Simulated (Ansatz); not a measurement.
Consider the redistribution: `[SiH3][CH2][SnH2][Cl]` + `C=CBC=C` → `C=[CH][SnH2][Cl]` + `C=CBC[SiH3]`.

Calculated with Ansatz (gas phase, PBE0-D4/def2-TZVP geometries, no zero-point term in ΔE). CCSD(T)/CBS is the MP2 limit (def2-TZVPP, def2-QZVPP) plus CCSD(T) − MP2 in def2-TZVPP, frozen cores. Functionals use def2-TZVPP. B3LYP here is the variant with VWN-RPA as its local correlation; programs differ in this. Elements past krypton have def2 core potentials. For Sn outer-core shells are correlated without core-valence functions, which leaves a few kJ/mol of doubt a bond. One conformer a species, not always the lowest.

| level | ΔE (kJ/mol) | difference from CCSD(T)/CBS |
| --- | --- | --- |
| PBE-D4 | 18.8 | -1.3 |
| r2SCAN-D4 | 19.3 | -0.8 |
| PBE0-D4 | 19.1 | -1.0 |
| B3LYP-D4 | 20.8 | 0.7 |
| ωB97X-V | 17.6 | -2.5 |
| ωB97M-V | 17.6 | -2.5 |
| B2PLYP | 21.8 | 1.7 |
| PBE | 19.9 | -0.2 |
| r2SCAN | 19.7 | -0.4 |
| B3LYP | 22.6 | 2.5 |
| HF/def2-TZVPP | 25.1 | 5.0 |
| MP2/def2-TZVPP | 20.2 | 0.1 |
| CCSD/def2-TZVPP | 19.0 | -1.1 |
| CCSD(T)/def2-TZVPP | 18.8 | -1.3 |
| HF/def2-QZVPP | 25.2 | 5.1 |
| MP2/def2-QZVPP | 21.0 | 0.9 |
| CCSD(T)/CBS | 20.1 | 0 |

Largest T1 diagnostic among the species: 0.012.

In def2-TZVPP, CCSD(T) changes the Hartree–Fock value by −6.3 kJ/mol (the triples alone add −0.3 kJ/mol) and MP2 by −4.9 kJ/mol.
